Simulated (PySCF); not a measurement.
## Removal energies of Ga¹³⁺ from EOM-IP-GCCSD

Reference: closed-shell Ga¹³⁺, [Ar]; one electron is removed. Calculated with PySCF 2.14, two-component X2C-1e with screened spin-orbit coupling, an even-tempered Gaussian basis (19 s from 0.32 bohr⁻², ratio 2.6; 14 p from 0.41 bohr⁻², ratio 2.6; 6 d from 0.42 bohr⁻², ratio 2.8; 3 f from 12 bohr⁻², ratio 2.8); frozen [Ne]; the 62 highest virtual spinors dropped; of the others 50 kept and the rest restored at second order. No Breit or QED terms. Binding energies in eV.

| level | Koopmans | second order | EOM-CCSD |
| --- | --- | --- | --- |
| 3s1/2 | 534.58 | 526.53 | 523.55 |
| 3p1/2 | 476.54 | 476.49 | 476.60 |
| 3p3/2 | 471.24 | 471.27 | 471.40 |

In EOM-CCSD the overlap with the one-orbital guess is low for 3s1/2 (weight 0.79). That can mean mixing with two-hole, one-particle states, where second order and EOM-CCSD lose accuracy, or only a rotation among the degenerate components of the shell; the terms of those configurations are not listed.

For comparison, the ionisation energy of Ga¹³⁺ is 471.2 ± 1.4 eV (semi-empirical (NIST evaluation); NIST Atomic Spectra Database, ionization energies).
